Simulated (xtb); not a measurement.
xtb input (GFN2-xTB):

```bash
xtb mol.xyz --gfn 2 --ohess tight --chrg 0 --uhf 0
```
mol.xyz:
```
6

N     -2.39891869    -0.33924589     0.04324829
Al    -0.66047205    -0.06516868    -0.00746698
Br     0.19651399     2.00874176    -0.17720079
Br     0.67275352    -1.85412373     0.12022963
H     -3.07919899     0.44890762    -0.04365538
H     -2.84530945    -1.16171065     0.12360942
```

End of the output:

```
   ------------------------------------------------------------------------

         :::::::::::::::::::::::::::::::::::::::::::::::::::::
         ::                  THERMODYNAMIC                  ::
         :::::::::::::::::::::::::::::::::::::::::::::::::::::
         :: total free energy         -13.339895995371 Eh   ::
         ::.................................................::
         :: total energy              -13.333924816209 Eh   ::
         :: zero point energy           0.026552808675 Eh   ::
         :: G(RRHO) w/o ZPVE           -0.032523987838 Eh   ::
         :: G(RRHO) contrib.           -0.005971179162 Eh   ::
         :::::::::::::::::::::::::::::::::::::::::::::::::::::

optimized geometry written to: xtbopt.xyz

           -------------------------------------------------
          | TOTAL ENERGY              -13.333924816209 Eh   |
          | TOTAL ENTHALPY            -13.299946933811 Eh   |
          | TOTAL FREE ENERGY         -13.339895995371 Eh   |
          | GRADIENT NORM               0.000337461648 Eh/α |
Note: The following floating-point exceptions are signalling: IEEE_DENORMAL
normal termination of xtb
          | HOMO-LUMO GAP               4.211485601675 eV   |
           -------------------------------------------------

------------------------------------------------------------------------
------------------------------------------------------------------------
 total:
 SCF:
 ANC optimizer:
 analytical hessian:
```
